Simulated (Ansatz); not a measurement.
`C[Si](F)(Cl)I` + H₂ → `C[SiH](F)Cl` + HI  (hydrogenolysis of the Si–I bond)

Calculated with Ansatz (gas phase, PBE0-D4/def2-TZVP geometries, no zero-point term in ΔE). CBS: MP2 limit from def2 TZ/QZ plus the TZ coupled-cluster correction, frozen cores. This one scheme is used for every species. Functionals use def2-TZVPP. B3LYP here is the variant with VWN-RPA as its local correlation; programs differ in this. HSE06 is defined as in plane-wave codes. def2 core potentials past Kr. For I outer-core shells are correlated without core-valence functions, which leaves a few kJ/mol of doubt a bond.

`C[Si](F)(Cl)I`:

Cartesian coordinates in Å:
```
C 0.201 0.703 -0.760
Si -0.030 -0.518 0.598
F 1.314 -1.337 0.819
Cl -0.453 0.417 2.357
I -1.778 -2.119 0.090
H 1.009 1.391 -0.502
H 0.453 0.187 -1.689
H -0.716 1.276 -0.913
```

H₂:

Cartesian coordinates in Å:
```
H 0.165 0.018 0.334
H -0.165 -0.018 -0.334
```

`C[SiH](F)Cl`:

```xyz
8

C    -0.080   -0.581    0.824
Si    0.008    0.390   -0.740
F    -1.384    1.127   -0.985
Cl    1.452    1.832   -0.599
H    -0.866   -1.337    0.758
H     0.871   -1.085    1.013
H    -0.296    0.074    1.671
H     0.296   -0.420   -1.941
```

HI:

Cartesian coordinates in Å:
```
I 0.263 0.171 -0.741
H -0.263 -0.171 0.741
```

| level | ΔE (kcal/mol) | difference from CCSD(T)/CBS |
| --- | --- | --- |
| PBE-D4 | 16.9 | 0.6 |
| revPBE-D4 | 17.9 | 1.6 |
| BLYP-D4 | 15.9 | -0.4 |
| r2SCAN-D4 | 16.7 | 0.4 |
| B97M-V | 14.2 | -2.1 |
| PBE0-D4 | 16.2 | -0.1 |
| B3LYP-D4 | 15.3 | -1.0 |
| r2SCANh-D4 | 16.5 | 0.2 |
| r2SCAN0-D4 | 16.2 | -0.1 |
| HSE06-D4 | 16.3 | 0.0 |
| CAM-B3LYP-D4 | 13.2 | -3.1 |
| ωB97X-V | 14.5 | -1.8 |
| ωB97M-V | 15.3 | -1.0 |
| PBE-QIDH | 15.6 | -0.7 |
| PBE | 14.8 | -1.5 |
| revPBE | 14.1 | -2.2 |
| BLYP | 11.6 | -4.7 |
| r2SCAN | 16.2 | -0.1 |
| PBE0 | 14.3 | -2.0 |
| B3LYP | 11.7 | -4.6 |
| r2SCANh | 15.9 | -0.4 |
| r2SCAN0 | 15.5 | -0.8 |
| HSE06 | 14.4 | -1.9 |
| BHLYP | 11.1 | -5.2 |
| CAM-B3LYP | 11.1 | -5.2 |
| LC-ωPBE | 13.2 | -3.1 |
| RPA@PBE/def2-TZVPP | 12.1 | -4.2 |
| HF/def2-SVP | 6.4 | -9.9 |
| MP2/def2-SVP | 13.0 | -3.3 |
| CCSD(T)/def2-SVP | 10.1 | -6.2 |
| HF/def2-TZVPP | 8.9 | -7.4 |
| MP2/def2-TZVPP | 17.5 | 1.2 |
| SCS-MP2/def2-TZVPP | 14.8 | -1.5 |
| CCSD/def2-TZVPP | 12.3 | -4.0 |
| CCSD(T)/def2-TZVPP | 13.7 | -2.6 |
| HF/def2-QZVPP | 8.9 | -7.4 |
| MP2/def2-QZVPP | 19.0 | 2.7 |
| SCS-MP2/def2-QZVPP | 16.2 | -0.1 |
| HF/CBS(def2) | 8.9 | -7.4 |
| MP2/CBS(def2) | 20.1 | 3.8 |
| CCSD(T)/CBS | 16.3 | 0 |

Largest T1 diagnostic among the species: 0.010.

The D4 term adds +3.6 kcal/mol with B3LYP and +1.9 kcal/mol with PBE0; it sums over pairs of atoms, weighted by their polarisabilities, and B3LYP, whose exchange is more repulsive, gets the larger term. At CCSD(T), def2-SVP lies −6.2 kcal/mol from the extrapolated value and def2-TZVPP −2.6 kcal/mol. In def2-TZVPP, CCSD(T) changes the Hartree–Fock value by +4.8 kcal/mol (the triples alone add +1.4 kcal/mol) and MP2 by +8.6 kcal/mol.

CCSD(T)/CBS has its own doubt, a few kJ/mol and more with outer-core shells, so smaller differences from it don't rank the levels.
